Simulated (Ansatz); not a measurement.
Consider the redistribution: `C[SiH2][SiH](N)O` + `F[SiH]1[CH2][AlH]1` → `C[SiH2][SiH]1[CH2][AlH]1` + `N[SiH](O)F`.

Program: Ansatz. Geometries: PBE0-D4/def2-TZVP. ΔE: electronic, gas phase. CCSD(T)/CBS is the MP2 limit (def2-TZVPP, def2-QZVPP) plus CCSD(T) − MP2 in def2-TZVPP, frozen cores. This one scheme is used for every species. DFT in def2-TZVPP. B3LYP here is the variant with VWN-RPA as its local correlation; programs differ in this. Each species was taken in one conformer, which may not be the lowest.

`C[SiH2][SiH](N)O`:

Cartesian coordinates in Å:
```
C 2.037 1.283 -0.099
Si 0.193 1.204 0.236
Si -0.744 -0.844 -0.397
N -2.282 -1.042 0.323
O 0.417 -1.942 0.048
H 2.544 0.459 0.407
H 2.463 2.225 0.255
H 2.239 1.197 -1.169
H -0.516 2.304 -0.479
H -0.071 1.399 1.694
H -1.017 -0.983 -1.858
H -3.038 -1.528 -0.127
H -2.464 -0.863 1.296
H 0.239 -2.868 -0.130
```

`F[SiH]1[CH2][AlH]1`:

```xyz
8

F    -2.346    0.356    0.777
Si   -1.130   -0.231   -0.094
C     0.599   -0.247    0.613
Al    0.741    0.681   -1.121
H    -1.537   -1.589   -0.540
H     0.775    0.687    1.185
H     1.050   -1.075    1.157
H     1.848    1.418   -1.978
```

`C[SiH2][SiH]1[CH2][AlH]1`:

```xyz
14

C    -1.695    1.436    1.115
Si   -0.050    1.434    0.207
Si    0.238   -0.387   -1.211
C     0.610   -2.014   -0.220
Al    2.277   -1.498   -1.085
H    -2.524    1.511    0.408
H    -1.756    2.279    1.807
H    -1.820    0.514    1.687
H     1.065    1.370    1.200
H     0.113    2.705   -0.554
H    -0.803   -0.494   -2.275
H     0.391   -2.029    0.847
H     0.164   -2.898   -0.689
H     3.790   -1.930   -1.237
```

`N[SiH](O)F`:

Z-matrix (Å, degrees):
```
Si
O 1 1.629
F 1 1.596 2 112.6
N 1 1.699 2 110.7 3 116.3
H 1 1.474 2 104.5 3 -115.6
H 2 0.959 1 117.0 3 -71.5
H 4 1.007 1 120.5 2 -153.1
H 4 1.006 1 121.6 2 56.5
```

```csv
level,ΔE (kJ/mol)
r2SCAN,-63.4
B3LYP,-55.4
```

What does CCSD(T)/CBS give? (Estimate.)

The calculation gave: -63.0 kJ/mol. The listed levels differ from it by -0.4, 7.6 kJ/mol.

Largest T1 diagnostic among the species: 0.013.

From PBE to PBE0 (25 % exact exchange), in def2-TZVPP and without D4, ΔE moves by −5.6 kJ/mol.
